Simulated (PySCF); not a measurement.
C3H6N2Si. Atoms are numbered in the order given.

```xyz
12

C      0.0000     1.4433    -0.2397
N      0.0000     1.2880     1.0272
C      0.0000     0.0000     1.6855
N      0.0000    -1.2880     1.0272
C      0.0000    -1.4433    -0.2397
Si     0.0000     0.0000    -1.4640
H      0.0000     2.4917    -0.5916
H      0.8698     0.0000     2.3691
H     -0.8698     0.0000     2.3691
H      0.0000    -2.4917    -0.5916
H     -1.2091     0.0000    -2.3381
H      1.2091     0.0000    -2.3381
```

Geometry optimised at B3LYP-D3(BJ)/def2-SVP. The structure was generated by enumeration, and PubChem lists no compound with its InChIKey, so it may never have been made. The values are those of a single conformer.

All values below come from TDDFT-PBE0/def2-SVPD (PySCF).

Vertical excitations.  State labels are in the subgroup C2v.

```
state  symmetry  energy (eV)  λ (nm)      f                            main pairs
-----  --------  -----------  ------  -----  ------------------------------------
S1           B1         3.61     344  0.000                        HOMO→LUMO 97 %
S2           A2         3.75     330  0.000                      HOMO→LUMO+1 95 %
S3           A2         5.47     227  0.000                      HOMO−1→LUMO 95 %
S4           B1         5.69     218  0.000                    HOMO−1→LUMO+1 97 %
S5           B2         5.70     217  0.000                      HOMO→LUMO+3 96 %
S6           A1         5.78     214  0.012                      HOMO→LUMO+2 95 %
S7           B2         6.14     202  0.006                      HOMO−2→LUMO 95 %
S8           B2         6.61     187  0.002                      HOMO→LUMO+4 93 %
S9           A1         6.63     187  0.172  HOMO−2→LUMO+1 80 %, HOMO−3→LUMO 14 %
S10          B2         6.88     180  0.002                      HOMO→LUMO+5 97 %
T1           B1         2.97     418      0                        HOMO→LUMO 88 %
T2           A2         3.10     399      0    HOMO→LUMO+1 84 %, HOMO−1→LUMO 14 %
T3           B2         4.47     277      0  HOMO−2→LUMO 67 %, HOMO−3→LUMO+1 26 %
T4           A1         4.54     273      0  HOMO−2→LUMO+1 59 %, HOMO−3→LUMO 35 %
```
Triplets are in the Tamm–Dancoff approximation, which puts them higher than full response would, so one can lie above its singlet here.
